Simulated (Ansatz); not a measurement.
A nudged elastic band was laid between two geometries of ClGaH₃N (6 atoms, charge 0, multiplicity 1).

All numbers below come from RKS PBE-D4/def2-SVP in Ansatz.

```
movable images  : 7
climbing image  : yes
spring          : 5.0 eV/Å²
optimiser       : quadratic models (default)
start path      : through a guess of the saddle point
force threshold : 0.05 eV/Å
iteration limit : 60
end points      : relaxed
```

Image 0:

```xyz
6
Properties=species:S:1:pos:R:3
Ga 0.656 0.043 0.026
N 0.949 -0.026 1.813
H 0.199 -0.120 2.499
H 1.873 0.004 2.245
H 1.748 0.182 -1.077
Cl -1.442 -0.083 -0.518
```

Image 8:

```xyz
6
Properties=species:S:1:pos:R:3
Ga 0.259 -1.157 -0.623
N 1.290 0.135 1.155
H 0.415 0.580 1.477
H 1.708 -0.370 1.948
H 1.947 0.879 0.885
Cl -1.635 -0.067 0.145
```

Problem. Which bonds break or form, and what moves?

Solution. Bonds broken: Ga1–N2, Ga1–H5. Bonds formed: N2–H5. ClGaH3N becomes ClGa + H3N.

Problem. What energy profile does the band end with?

Solution. The run converged. The highest image is number 2 of 0 to 8, 2.12 eV above the first end and 2.45 eV above the last; the last end lies 0.33 eV below the first. The profile has 2 maxima (images 2, 6) with wells between them (image 4): this band takes more than one step, which may be the mechanism or a detour left from its start path. Neighbouring images differ by up to 2.3 eV, so the band resolves the path poorly. A vibrational analysis at the climbing image gives one clearly imaginary mode, 1163i cm⁻¹: a first-order saddle point. The orbitals stay closed-shell, which can raise the energy where a bond breaks towards radicals; this wasn't checked here.

| image | path coordinate (Å) | energy (eV) | Ga1–N2 (Å) | Ga1–H5 (Å) | N2–H5 (Å) |
| --- | --- | --- | --- | --- | --- |
| 0 | 0.00 | 0.00 | 1.81 | 1.56 | 3.00 |
| 1 | 0.94 | 0.60 | 1.82 | 1.54 | 2.47 |
| 2 | 1.88 | 2.12 | 1.99 | 1.67 | 1.64 |
| 3 | 2.84 | -0.15 | 2.38 | 2.54 | 1.03 |
| 4 | 3.79 | -0.33 | 2.43 | 3.05 | 1.03 |
| 5 | 4.75 | 0.14 | 3.17 | 2.80 | 1.03 |
| 6 | 5.71 | 0.28 | 3.33 | 2.87 | 1.03 |
| 7 | 6.66 | 0.00 | 2.83 | 2.86 | 1.03 |
| 8 | 7.62 | -0.33 | 2.43 | 3.04 | 1.03 |

Problem. What is the geometry of the highest image?

Solution. 
```xyz
6
Properties=species:S:1:pos:R:3
Ga 0.434 0.494 -0.298
N 1.014 -0.049 1.528
H 0.624 -0.635 2.291
H 1.797 0.505 1.907
H 1.814 -0.348 0.129
Cl -1.699 0.033 -0.569
```

The band took 22 iterations and about 5 core-minutes.

Run time: 4.9 min on 1 thread of Arm Neoverse V1 (shared host), peak memory 0.15 GiB.
